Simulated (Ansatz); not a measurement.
`F[SiH](Cl)[GeH3]` + `N=C=O` → `O=C=N[SiH](F)Cl` + GeH₄ at 500 K and 1 bar (cleavage of the Si–Ge bond).

Gas-phase electronic energies from Ansatz, PBE0-D4/def2-TZVP geometries. CCSD(T)/CBS is the MP2 limit (def2-TZVPP, def2-QZVPP) plus CCSD(T) − MP2 in def2-TZVPP, frozen cores. This one scheme is used for every species. For Ge outer-core shells are correlated without core-valence functions, which leaves a few kJ/mol of doubt a bond. Scalar relativity is left out up to krypton. One conformer a species, not always the lowest.

```json
{"species": "`F[SiH](Cl)[GeH3]`", "CCSD(T)/CBS energy (Eh)": "-2927.27769", "H − E (kJ/mol)": "141.1", "S (J/(mol·K))": "416.8"}
{"species": "`N=C=O`", "CCSD(T)/CBS energy (Eh)": "-168.51995", "H − E (kJ/mol)": "77.7", "S (J/(mol·K))": "264.2"}
{"species": "`O=C=N[SiH](F)Cl`", "CCSD(T)/CBS energy (Eh)": "-1017.33874", "H − E (kJ/mol)": "115.3", "S (J/(mol·K))": "418.1"}
{"species": "GeH₄", "CCSD(T)/CBS energy (Eh)": "-2078.49493", "H − E (kJ/mol)": "99.4", "S (J/(mol·K))": "244.6"}
```

H − E and S are ideal-gas, rigid-rotor, harmonic terms from PBE0-D4/def2-TZVP, for one conformer and one mirror image of each species. 1 Eh = 2625.50 kJ/mol, R = 8.31446 J/(mol·K).

Question: By hand: ΔE, ΔH, ΔS and ΔG.

Answer: ΔE = (-1017.33874) + (-2078.49493) − (-2927.27769) − (-168.51995) = -0.03603 Eh = -94.6 kJ/mol. Δ(H − E) = 115.3 + 99.4 − 141.1 − 77.7 = -4.1, so ΔH = -98.7 kJ/mol. ΔS = 418.1 + 244.6 − 416.8 − 264.2 = -18.3 J/(mol·K). ΔG = -98.7 − 500 × (-18.3)/1000 = -89.5 kJ/mol.

Question: By hand: the equilibrium constant, and the temperature at which ΔG would vanish if ΔH and ΔS stayed fixed.

Answer: log₁₀ K = −ΔG/(RT ln 10) = 9.3. ΔG = 0 at ΔH/ΔS = 5393 K, far beyond where these terms or the molecules hold.

ΔH outweighs TΔS. A doubt of 5 kJ/mol in ΔE shifts log₁₀ K by 0.5 here. Other conformers and mirror images would add mixing entropy, several J/(mol·K) or more a flexible species. Modes under 60 cm⁻¹, often nearly free rotors, make the harmonic entropy too high. These are equilibria of isolated gas molecules and say nothing of rates. Largest T1 diagnostic: 0.018 (customary marks: 0.02 for closed shells, 0.045 for open ones).
